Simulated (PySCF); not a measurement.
Hf(Cl)2(OSiH3) (Cl2H3HfOSi), SMILES [Cl][Hf]([O][SiH3])[Cl] (connectivity only; charge and spin as stated), neutral, multiplicity 2.

Coordinates come from a PBE0-D3(BJ)/def2-SVP optimisation. The multiplicity is an assumed one; no other spin state was optimised. The isomer is the one that the SMILES or the coordinates give; other isomers of the formula were not compared. The def2 effective core potentials stand for the cores of Hf; spin–orbit coupling is left out. Other conformers were not sampled.

Calculation: PBE0/def2-TZVP (PySCF).

Computed frontier levels, dipole moment and polarisability:
```yaml
"α spin, highest occupied and lowest empty level": -5.82 and -1.83 eV
"β spin, highest occupied and lowest empty level": -9.27 and -2.27 eV
dipole_moment: 0.415 e·Å
quadrupole, principal values (traceless, Buckingham form, about the centre of nuclear charge): -7.45, 3.66, 3.79 D·Å
mean_static_polarisability: 97.6 bohr³ (14.46 Å³)
polarisability_principal_values: 90.5, 98.0, 104.2 bohr³
"⟨S²⟩": 0.753 (pure state 0.75)
```
